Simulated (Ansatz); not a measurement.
Species: C$_{5}$H$_{11}$O, net charge 0, doublet state. It need not be the lowest isomer of its formula. SMILES: CC[C](O)CC
Structure (B3LYP-D3(BJ)/def2-TZVP (Ansatz, a program for electronic structure) minimum search):
```
C
O 1 1.3825
H 2 0.9639 1 109.44
C 1 1.4881 2 112.63 3 -179.94
H 4 1.0926 1 108.49 2 171.80
H 4 1.0954 5 106.78 1 116.89
C 1 1.4914 2 117.22 3 25.89
H 7 1.0925 1 108.68 2 -168.19
H 7 1.0989 8 105.94 1 -117.09
C 4 1.5418 5 109.58 6 116.95
H 10 1.0902 4 110.39 5 178.44
H 10 1.0909 11 108.04 4 122.07
H 10 1.0921 11 108.23 12 116.69
C 7 1.5430 8 109.31 9 -116.51
H 14 1.0902 7 111.10 8 -57.63
H 14 1.0915 15 107.69 7 121.69
H 14 1.0922 15 108.07 16 116.51
```
Charge 0, spin multiplicity 2.

Property: atomisation energy (electronic, to ground-state atoms), in kJ/mol. Cores are frozen in the correlated levels unless marked. Open shells are spin-unrestricted. Spin-orbit coupling is left out. No relativistic terms. The coupled-cluster limit lacks core correlation, which all-electron functionals hold. CBS(X,Y): correlation extrapolated as X^-3; Hartree-Fock from the larger set. [CCSD(T)-MP2]/basis is that difference in the basis named.

```tsv
level	program	atomisation energy (kJ/mol)
revPBE-D3(BJ)/def2-TZVPD	Ansatz + dftd3	6645.6
r2SCAN-D3(BJ)/def2-TZVPD	Ansatz + dftd3	6698.7
wB97M-V/def2-TZVPD	Ansatz	6678.4
SCS-MP2/6-31G	Ansatz	5758.2
RI-MP2/CBS(cc-pVTZ,cc-pVQZ)+[CCSD(T)-MP2]/cc-pVTZ	Ansatz	[?]
```

Task: Complete the blanks.

Result: 
- RI-MP2/CBS(cc-pVTZ,cc-pVQZ)+[CCSD(T)-MP2]/cc-pVTZ, atomisation energy (kJ/mol): 6671.0
